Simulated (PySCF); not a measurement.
Polarisability and C₆ of Zr (zirconium, neutral)

[Kr] 4d2 5s2, high-spin 3F determinant. All numbers are calculated (PySCF 2.14, the non-relativistic Hamiltonian (point nucleus), in dyall-av2z (22s15p11d2f, 136 functions)). Coupled (time-dependent) response in atomic units; α is the mean over directions. A double-zeta set is small for polarisabilities.

```csv
method,mean α (bohr³),C₆ (like pair),S(−4)
PBE0,138.0,1960,9651
```

S(−4) is the Cauchy moment in α(ω) = α(0) + S(−4) ω² + …

Reference α: 112 ± 13 bohr³ (recommended; Schwerdtfeger and Nagle, table of static dipole polarizabilities (2023 update)). Published C₆: 1360 (Gould and Bucko (2016)).

Spin-orbit coupling is absent.

α(iu) at PBE0:

```csv
u (hartree),α(iu) (bohr³)
0,138.0
0.0500,118.6
0.100,86.17
0.200,44.86
0.300,27.28
0.500,14.09
0.750,8.311
1.00,5.686
1.50,3.242
2.00,2.106
3.00,1.089
5.00,0.4450
```

A single London oscillator, α(iu) = α/(1 + u²/ω²), gives C₆ = (3/4) ω α². Matching the computed C₆ needs ω = 4 × 1960 / (3 × 138.0²) = 0.137 hartree.

A non-relativistic calculation at this Z misses sizeable relativistic shifts.
